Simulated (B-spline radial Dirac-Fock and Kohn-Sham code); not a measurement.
ΔSCF core binding energies without Breit or QED terms, calculated with a radial finite-basis atomic code.

A sound run for the Ti⁷⁺ ion, configuration 1s2 2s2 2p6 3s2 3p3: The ground state converged in 9 iterations, with total energy -836.42019 Ha, virial ratio 1.98935 and highest orbital energy -165.68 eV. ΔSCF binding energies: K (1s) 5136.0 eV, L3 (2p3/2) 614.2 eV. Holes are computed only in closed shells, and unreliable hole states are left out.

A second run, with one unsound setting: The ground state had not converged after 2 iterations, with total energy -836.29724 Ha, virial ratio 1.97320 and highest orbital energy -163.78 eV. ΔSCF binding energies: K (1s) 5141.6 eV, L3 (2p3/2) 614.9 eV (not all states converged, so these are not final). Holes are computed only in closed shells, and unreliable hole states are left out.

```
iter   energy (Ha)        error
   1     -832.13038224  1.08e+00
   2     -836.29723521  2.21e-01
```

Question: Which fault fits the second run best?
A. box too small
B. overfilled shell
C. too few iterations
D. too few quadrature points

Answer: C. The input had maxit = 2: maxit ends the run before self-consistency.
